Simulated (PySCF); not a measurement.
One elementary step

Start structure (GeH$_{3}$F, singlet), relaxed at PBE0-D4/def2-TZVP:

| atom | x (Å) | y (Å) | z (Å) |
| --- | --- | --- | --- |
| Ge1 | -0.9691 | -0.4215 | -0.6513 |
| H2 | 1.3191 | 0.0315 | 0.5516 |
| F3 | 1.3873 | -0.1891 | -0.3473 |
| H4 | -0.9465 | 1.1678 | -0.5000 |
| H5 | -0.8091 | -0.5865 | 0.9404 |

The step: GeH₂ + HF → GeHF ([F][GeH]) + H₂; bonds formed: Ge1–F3, H2–H5; bonds broken: Ge1–H5, H2–F3. Computed with PySCF 2.14 with density fitting (its default auxiliary sets; JK sets also for MP2 and CCSD(T)) (basis: def2-TZVPP and def2-QZVPP); correlated methods freeze the cores. Filled d shells of the heavier atoms are correlated. The def2 sets are not built for correlating such inner shells, so the correlated values are less sure here. Extrapolation: Hartree–Fock as exp(−7.88 √X), correlation as X^−2.97. Energies below are by CCSD(T) at an estimated basis limit (MP2 extrapolated from triple and quadruple zeta, plus CCSD(T) − MP2 in triple zeta).

Question: What are the electronic barrier and the energy of the step, from the start structure to the end structure? (To be estimated.)

Answer: Computed: Barrier 0.512 eV; step energy -0.687 eV (downhill); reverse barrier, their difference, 1.199 eV. Barrier and step energy count from the start structure, the reverse barrier from the end structure.

The saddle point: One imaginary mode of 1090i cm⁻¹.
```json
{"pair": "Ge1–F3", "start (Å)": "2.39", "saddle (Å)": "2.04", "end (Å)": "1.76"}
{"pair": "H2–H5", "start (Å)": "2.25", "saddle (Å)": "1.01", "end (Å)": "0.76"}
{"pair": "Ge1–H5", "start (Å)": "1.61", "saddle (Å)": "1.79", "end (Å)": "2.30"}
{"pair": "H2–F3", "start (Å)": "0.93", "saddle (Å)": "1.20", "end (Å)": "2.90"}
```

Zero-point energy (harmonic, PBE0-D4): ZPE is 0.649 eV at the start and 0.597 eV at the saddle, so the barrier goes from 0.512 to 0.460 eV.

No T1 diagnostic of these runs exceeds 0.014.

Labels in which every atom is bracketed show which atoms are joined, not bond orders.

For scale, one of the runs: CCSD(T)/def2-TZVPP, 121 basis functions, launched by `OMP_NUM_THREADS=4 python run.py`. Hardware: 4 CPU threads of a Oxide Virtual Turin-like, shared host. Wall time 41 s; peak host memory 0.66 GiB.
